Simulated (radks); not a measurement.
All-electron atom: the caesium ion Cs32+ in [Ar] 3d3 4s2 (not the ground configuration).

Method: Dirac Kohn-Sham, LDA (Slater exchange, Perdew-Wang correlation), spin-unpolarised, spherical densities, finite nucleus; open shells fill j = l - 1/2 first; Fermi nuclear charge, rms radius 4.8041 fm; computed with a radial shooting solver on a logarithmic mesh with Libxc functionals.

Energy parts (hartree):
part                       energy
total                  -7035.2465
kinetic                 7541.1801
electron-nucleus      -15799.2142
Hartree                 1354.7699
exchange-correlation    -131.9822

Orbitals (lengths in bohr, moments of r in powers of bohr; <r^-3> diverges for s and p1/2; r(max) is where P^2 peaks; r(90%) holds 90 % of the orbital's charge):
orbital,occ.,eigenvalue (hartree),<1/r>,r(90%),<r^-3>,r(max),small-component weight
1s1/2,2,-1370.399,59.34,0.0470,-,0.01680,4.11e-02
2s1/2,2,-262.1914,13.99,0.172,-,0.09488,8.96e-03
2p1/2,2,-250.5359,13.96,0.153,-,0.07253,8.97e-03
2p3/2,4,-237.4716,12.79,0.161,5985,0.07747,8.49e-03
3s1/2,2,-91.03700,5.377,0.410,-,0.2625,3.09e-03
3p1/2,2,-86.50853,5.311,0.400,-,0.2477,3.04e-03
3p3/2,4,-83.54753,5.015,0.413,1393,0.2573,2.92e-03
3d3/2,3,-76.31750,4.895,0.375,234.4,0.2028,2.80e-03
3d5/2,0,-75.64013,4.819,0.379,215.8,0.2055,2.76e-03
4s1/2,2,-44.70896,2.689,0.777,-,0.5477,1.41e-03
4p1/2,0,-42.80613,2.644,0.779,-,0.5425,1.38e-03
4p3/2,0,-41.79485,2.541,0.797,481.4,0.5573,1.34e-03
4d3/2,0,-38.84778,2.459,0.785,80.43,0.5323,1.26e-03
4d5/2,0,-38.61596,2.433,0.790,73.72,0.5364,1.25e-03
5s1/2,0,-26.50391,1.618,1.27,-,0.9519,8.10e-04

The highest occupied level is 4s1/2 at -1216.6 eV. The configuration is held as typed, so some empty levels lie below it. The density falls to 0.001 e/bohr^3 at r = 1.21 bohr. The electron density at the nucleus is 2.973e+05 e/bohr^3. Summed over all electrons, <r^2> = 1.692 bohr^2, which gives a Langevin (diamagnetic) susceptibility term of -1.34 x 10^-6 cm^3/mol.
